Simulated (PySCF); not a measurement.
# Assignment exercise: C$_{6}$H$_{10}$O

Numbering as in the mapped SMILES `[CH3:1][CH2:2][CH:3]1[CH2:4][C:5](=[O:6])[CH2:7]1`. Each H is labelled by its parent atom. Ha(C4), Ha(C7) are cis to C2 on the ring; Hb(C4), Hb(C7) are trans to C2 on the ring.

[PySCF 2.14: shieldings: GIAO PBE0/pcSseg-1; GFN2-xTB structure; single conformer; no solvent; averaged over atoms made equivalent by symmetry, fast rotation or ring inversion; non-relativistic]

Scale: TMS for ¹³C and ¹H (reference shieldings calculated alike).

Q: Assign these signals to the numbered atoms. ¹³C{¹H} NMR (computed): δ 212.4 (C), 53.7 (CH2), 34.6 (CH2), 26.8 (CH), 15.4 (CH3).

A: 
| δ (ppm) | atoms | environment | reason |
| --- | --- | --- | --- |
| 212.4 | C5 | ketone carbonyl carbon | low-lying n→π* states of the double bond to the heteroatom give a large paramagnetic term (-280 ppm) |
| 53.7 | C4/C7 | sp3 CH2 α to a carbonyl | the adjacent C=O deshields it moderately |
| 34.6 | C2 | sp3 CH2 | saturated and bonded to C and H only |
| 26.8 | C3 | sp3 CH in a ring | a saturated carbon with 3 carbon neighbours and no heteroatom attached |
| 15.4 | C1 | methyl carbon | aliphatic region, no heteroatom directly attached |

Q: Assign these signals to the numbered atoms. ¹H NMR (600 MHz, computed): δ 3.16 (m, 2H), 2.60 (m, 2H), 1.98 (m, 1H), 1.52 (m, 2H), 1.05 (t, 3H).

A: 
3.16 → Hb(C4)/Hb(C7), hydrogen on an sp3 CH2 α to a carbonyl: α to C=O
2.60 → Ha(C4)/Ha(C7), hydrogen on an sp3 CH2 α to a carbonyl
1.98 → H(C3), hydrogen on an sp3 CH in a ring
1.52 → H(C2), hydrogen on an sp3 CH2: far from electronegative atoms and π systems
1.05 → H(C1), hydrogen on a methyl carbon: far from electronegative atoms and π systems

Shifts are as computed. Against solution values, carbons near 30 ppm lie about +3 ppm off and those near 130 ppm about +5 ppm. Of 1211 compounds with measured shifts, 218 miss one by over three times the rms of a fit or turn the order of signals round; such compounds aren't used in these exercises. No couplings were computed; multiplicities are counted from neighbouring protons, with m where these are inequivalent, close in shift, in a saturated or five-membered ring or joined by F or P, and br s for small geminal =CH2 splittings.
